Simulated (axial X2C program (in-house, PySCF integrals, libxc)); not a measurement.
**What spin–orbit coupling does to HfN⁺**

Computed with an in-house all-electron X2C program for linear molecules (integrals from PySCF). Spin-free means the one-electron spin-free X2C Hamiltonian; two-component (2c) means X2C with spin–orbit coupling and atomic mean-field two-electron Coulomb and Gaunt terms, so the difference of the two also holds small scalar two-electron terms. Basis: Hf dyall-cv3z [13s14p9d7f4g], N dyall-av3z [7s7p3d2f] (cores contracted in-house); Gaussian nuclei, density fitting, unrestricted open shells. Masses: Hf 179.947 u, N 14.003 u.

Spin-free state: M_S = 0, Λ = 0 (closed shell); fragments Hf+ + N.

```csv
level,Re (Å),ωe (cm⁻¹),De (eV),μ (D)
PBE0,1.665,1065.1,4.886,-5.96
B3LYP,1.679,1024.1,4.723,-5.88
```

Dipoles are positive if N is the positive end and refer to the centre of mass.

Two-component determinant lowest at the distance of the search:

Ω = 0 (closed shell); fragments Hf+ + N.

| level | Re (Å) | ωe (cm⁻¹) | μ (D) |
| --- | --- | --- | --- |
| PBE0 | 1.664 | 1064.5 | -5.92 |
| B3LYP | 1.678 | 1021.9 | -5.85 |

(1) From the two tables, how do the constants change at the PBE0 level (2c against spin-free)?

The state is a single determinant with fixed occupations, the lowest that a limited PBE0 search found. The closed shell is kept restricted, so the energy runs too high when the bond is stretched far. De is counted from the lowest determinant-based energies of the atoms at the same level, without counterpoise correction. De is not given where an atomic determinant may have missed its ground term or J level, or where the truncated virtual space spoils (T). The functionals have no current-density term, which raises determinants with orbital currents, atoms included.

Results:

(1) At the PBE0 level Re falls by 0.001 Å and ωe drops by 0.6 cm⁻¹.
